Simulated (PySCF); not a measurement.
CCl, neutral, multiplicity 2. Atoms are numbered in the order given.

```xyz
2

C      0.0000     0.0000    -1.2214
Cl     0.0000     0.0000     0.4311
```
Charge 0, spin multiplicity 2.

The structure is a stationary point at r2SCAN-D4/def2-TZVPD.

All values below come from PBE/def2-TZVPD run with PySCF.

Isolated molecule, no solvent.

```json
{
 "total_energy": "-497.93016 hartree",
 "point_group": "C∞v",
 "α spin, highest occupied and lowest empty level": "-4.91 and -4.54 eV",
 "β spin, highest occupied and lowest empty level": "-8.09 and -4.13 eV",
 "dipole_moment": "1.57 D",
 "⟨S²⟩": "0.754 (pure state 0.75)"
}
```
